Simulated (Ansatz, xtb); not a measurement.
Stretching the H–H spacing in H8 chain (multiplicity 1 held). Energies count from the point at 0.900 Å.
Geometry at that point (charge 0, multiplicity 1):
```xyz
8

H      0.0000     0.0000     0.0000
H      0.0000     0.0000     0.9000
H      0.0000     0.0000     1.8000
H      0.0000     0.0000     2.7000
H      0.0000     0.0000     3.6000
H      0.0000     0.0000     4.5000
H      0.0000     0.0000     5.4000
H      0.0000     0.0000     6.3000
```

R- and RO- levels are restricted; in cc, def2 and unpolarised 6-31G sets they are followed outwards from rest. Unrestricted levels (U-) break spin symmetry where that is lower. Active spaces are followed from rest. Levels need not reach the same state.

The values were computed with Ansatz (a program for electronic structure) with Gaussian orbitals; xtb for the GFN methods. Each number belongs to the level named beside it. The GFN methods have no spin term and hold the electronic entropy of 300 K.

```
level                                  energy at R = 3.600 Å (kJ/mol)
-------------------------------------  ------------------------------
GFN2-xTB                                                       1696.5
R-HF/cc-pVDZ                                                   2948.7
U-HF/cc-pVDZ                                                    824.5
R-MP2/cc-pVDZ                                              (withheld)
U-MP2/cc-pVDZ                                              (withheld)
U-CCSD/cc-pVDZ                                                 1284.9
FIC-NEVPT4(SD) on CASSCF(8,8)/cc-pVDZ                          1288.2
FIC-MRCISD on CASSCF(8,8)/cc-pVDZ                              1288.0
FIC-MRCISD+Q on CASSCF(8,8)/cc-pVDZ                            1294.7
```

Problem. Fill in the missing entries.

Solution. 
- R-MP2/cc-pVDZ, energy at R = 3.600 Å (kJ/mol): 1847.3
- U-MP2/cc-pVDZ, energy at R = 3.600 Å (kJ/mol): 1191.5

Doubts at one or more of the structures used: a restricted determinant that unrestricted orbitals would lower (R-HF/cc-pVDZ, R-MP2/cc-pVDZ); a spin-contaminated determinant (U-HF/cc-pVDZ, U-MP2/cc-pVDZ, U-CCSD/cc-pVDZ).
